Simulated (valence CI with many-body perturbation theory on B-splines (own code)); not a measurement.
Values are calculated unless marked as measured or tabulated.
Assign the levels of C⁺

Level of theory: valence CI with perturbative core correlation (CI+MBPT): three valence electrons over a frozen Dirac-Fock core [He], radial functions for each j: 11 s, 11 p, 9 d, 7 f, 5 g, 2 h, 1 i, with the one-electron correlation potential Σ1 (screened to all orders), the two-electron term Σ2, the three-electron term Σ3, Breit, model QED; selected single and double excitations, second order for the rest (own B-spline code, finite nucleus).

Set against measurement, 29 paired levels are off by 41 cm⁻¹ on average, the worst by 104. These come from a selection out of the NIST Handbook of Basic Atomic Spectroscopic Data. Levels without a partner in it may be off by more.

```tsv
No.	J	Parity	E (cm⁻¹)	g
1	1/2	odd	0.0	0.666
2	3/2	odd	63.3	1.334
3	1/2	even	42966	2.670
4	3/2	even	42988	1.735
5	5/2	even	43017	1.601
6	5/2	even	74972	1.200
7	3/2	even	74974	0.799
8	1/2	even	96576	2.002
9	1/2	even	110728	0.666
10	3/2	even	110768	1.334
11	1/2	even	116523	2.002
12	1/2	odd	131687	0.666
13	3/2	odd	131698	1.334
14	3/2	odd	142062	2.002
```

Energies count from the lowest level. Strongly mixed levels and levels close to another of their J and parity are left out, so the numbers can have gaps.

(1) Give configuration and LS term of each level.

## Answers

(1) 1: 2s2.2p 2P°; 2: 2s2.2p 2P°; 3: 2s.2p2 4P; 4: 2s.2p2 4P; 5: 2s.2p2 4P; 6: 2s.2p2 2D; 7: 2s.2p2 2D; 8: 2s.2p2 2S; 9: 2s.2p2 2P; 10: 2s.2p2 2P; 11: 2s2.3s 2S; 12: 2s2.3p 2P°; 13: 2s2.3p 2P°; 14: 2p3 4S°.
